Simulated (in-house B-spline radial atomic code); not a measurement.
Whole-atom quantities along the 7-electron series, configuration 1s2 2s2 2p1/2(2) 2p3/2(1). Breit and QED terms are first order and not part of the total energy; the density at the nucleus is averaged over the nuclear charge. Computed with a radial B-spline atomic code at the basis-set limit: Dirac-Hartree-Fock, jj configuration that fills j = l - 1/2 first, finite nuclei.

```csv
ion,Z,E/Z² (Eh),Σ<r²> (bohr²),n(0)/Z³ (bohr⁻³),Lamb diamagnetic shielding (ppm),repulsion over attraction,Breit energy (eV),self-energy (eV),vacuum polarisation (eV)
Ca13+,20,-1.4258,0.60541,0.768,1086.7,0.063639,4.3472,3.6961,-0.27184
Sc14+,21,-1.4358,0.53952,0.78032,1146.23,0.06078,5.0846,4.3843,-0.33071
Ti15+,22,?,?,?,?,?,?,?,?
V16+,23,-1.4538,0.43615,0.80667,1265.89,0.055755,6.803,6.0213,-0.47668
Cr17+,24,?,?,?,?,?,?,?,?
Mn18+,25,-1.4696,0.35965,0.83448,1386.42,0.051483,8.8752,8.0442,-0.6666
Fe19+,26,-1.4768,0.32865,0.84933,1447.05,0.049579,10.055,9.2151,-0.78061
Co20+,27,-1.4836,0.30144,0.86455,1507.93,0.047808,11.336,10.5,-0.9088
Ni21+,28,-1.4901,0.27742,0.88103,1569.08,0.046156,12.723,11.906,-1.0524
Cu22+,29,-1.4962,0.25611,0.89677,1630.51,0.044612,14.221,13.439,-1.2125
Zn23+,30,-1.5021,0.23712,0.91382,1692.23,0.043166,15.834,15.105,-1.3906
Ga24+,31,?,?,?,?,?,?,?,?
Ge25+,32,-1.5133,0.20485,0.94912,1816.6,0.040532,19.423,18.865,-1.8061
As26+,33,-1.5185,0.19108,0.96854,1879.28,0.039328,21.409,20.971,-2.0464
Se27+,34,-1.5237,0.17861,0.98841,1942.31,0.038193,23.528,23.238,-2.3106
```

Task: Fill in the row of Ti15+.

Result: E/Z² (Eh): -1.4452; Σ<r²> (bohr²): 0.48376; n(0)/Z³ (bohr⁻³): 0.79314; Lamb diamagnetic shielding (ppm): 1205.95; repulsion over attraction: 0.058162; Breit energy (eV): 5.9017; self-energy (eV): 5.1575; vacuum polarisation (eV): -0.39869.

Task: Fill in the row of Cr17+.

Result: E/Z² (Eh): -1.462; Σ<r²> (bohr²): 0.39518; n(0)/Z³ (bohr⁻³): 0.8204; Lamb diamagnetic shielding (ppm): 1326.04; repulsion over attraction: 0.053536; Breit energy (eV): 7.7927; self-energy (eV): 6.9816; vacuum polarisation (eV): -0.56564.

Task: Fill in the row of Ga24+.

Result: E/Z² (Eh): -1.5078; Σ<r²> (bohr²): 0.22013; n(0)/Z³ (bohr⁻³): 0.93121; Lamb diamagnetic shielding (ppm): 1754.26; repulsion over attraction: 0.041808; Breit energy (eV): 17.566; self-energy (eV): 16.912; vacuum polarisation (eV): -1.588.

Task: With what power of Z does the column «vacuum polarisation (eV)» change over this range?

Result: A fit of the logarithm of its size against log Z from Z = 20 to 34 has slope 4.03.
